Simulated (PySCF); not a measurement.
**Radial density of Ba⁺ (barium, charge +1)**

revPBE, [Xe] 6p1, 2P determinant (an excited configuration). All numbers are calculated (PySCF 2.14, scalar relativity by spin-free X2C-1e, in ANO-RCC-VTZP (8s7p4d2f1g, 72 functions)).

```tsv
r (bohr)	4πr²ρ (e/bohr)	4πr²(ρα − ρβ)
0.0207	72.36	0.0008
0.0348	63.55	0.0024
0.0585	84.80	0.0035
0.0983	88.68	0.0003
0.165	71.02	0.0044
0.278	70.99	0.0029
0.468	27.90	0.0121
0.787	27.02	0.0010
1.32	8.209	0.0522
2.23	3.474	0.0010
3.75	0.3760	0.1934
6.30	0.1647	0.1644
10.6	0.008886	0.0089
```

Densities and radii are taken from the X2C orbitals without a picture-change correction, which distorts them close to the nucleus.

Spin-orbit coupling, absent here, splits the open shell strongly.
